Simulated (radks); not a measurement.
Coulomb parameter of the 3d shell of the cobalt ion Co3+ in the model configuration [Ar] 3d5 4s1, as a second difference U = [E(n + 1) + E(n - 1) - 2 E(n)] / (1)^2 with all orbitals relaxed. "Bare": the charge of the atom changes with n. "Screened": the 4s shell takes up the change at fixed total charge, which measures U(3d,3d) + U(4s,4s) - 2 U(3d,4s). All-electron calculation, Dirac Kohn-Sham, PBEsol, spin-unpolarised, spherical densities, finite nucleus; open shells are shared between the two j in proportion to 2j + 1; Fermi nuclear charge, rms radius 3.7875 fm. Program: a radial shooting solver on a logarithmic mesh with Libxc functionals.

case,configuration,E - E(n) (eV)
start,[Ar] 3d5 4s1,0.000
bare +1,[Ar] 3d6 4s1,-42.939
bare -1,[Ar] 3d4 4s1,63.610
screened +1,[Ar] 3d6,-15.358
screened -1,[Ar] 3d4 4s2,20.562

U(bare) = 20.671 eV, U(screened by 4s) = 5.204 eV.
